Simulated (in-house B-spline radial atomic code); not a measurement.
## RPA and G0W0 on r2SCAN: B II (B+)

Configuration [He] 2s2, mean-field start r2SCAN. Computed with an all-electron radial atomic-structure program (B-spline basis): all electrons, scalar-relativistic (spin-free one-electron X2C), finite nucleus, each spin shell either full or empty, empty states to l = 9 with an (l + 1/2)⁻⁴ tail; G0W0 by contour deformation at full frequency.

Command:
```bash
python run_gw.py task.json out
```
Settings (radii: box in bohr, nucleus in fm):
```
Z                        5
electrons                4
configuration            [He] 2s2
hamiltonian              x2c
method                   r2scan
lmax                     9
rms_radius               2.406
spin_polarised           False
box_radius               23.78
intervals                73
ion_configuration        [He] 2s1
```

Cost of the run: 1.7 s on 1 thread of Arm Neoverse V1, on a shared host.

Energies (hartree):

| term | value |
| --- | --- |
| mean-field total | -24.32317 |
| Hartree-Fock functional on these orbitals | -24.24329 |
| direct second order | -0.26945 |
| second-order exchange | 0.1324 |
| SOSEX correction | 0.098222 |

Question: What is the RPA correlation energy, and what remains with SOSEX?

Answer: RPA gives -0.19997 hartree (-1.36 eV per electron); RPA + SOSEX gives -0.10175, and the second-order doubles -0.13705 hartree (no singles). SOSEX takes back 49 % of the RPA value.

Quasi-particle levels (eV):

| level | occupied | mean field | Σx - vxc | Σc | QP weight | G0W0 |
| --- | --- | --- | --- | --- | --- | --- |
| 2s | yes | -19.730 | -4.03 | ? | ? | ? |
| 2p | no | -12.964 | 6.01 | -1.66 | 0.917 | -8.618 |

G0W0 = mean field + (Σx - vxc) + Σc, with Σc (partial-wave tail included) taken at the quasi-particle energy. Levels of low weight are left out.

Question: Where does G0W0 put 2s?

Answer: At -25.095 eV, with Σc = -1.34 eV and a quasi-particle weight of 0.907. The tabulated removal energy is 25.155 eV (NIST, measured).

Question: What does it cost to remove one electron (to [He] 2s1) by differences of total energies, each species on its own start (correlation terms add to the Hartree-Fock functional)?

Answer: r2SCAN 24.267 eV, Hartree-Fock functional 23.442 eV, + RPA 25.390 eV, + RPA + SOSEX 24.916 eV, + second order 25.793 eV. Tabulated: 25.155 eV (NIST, measured).
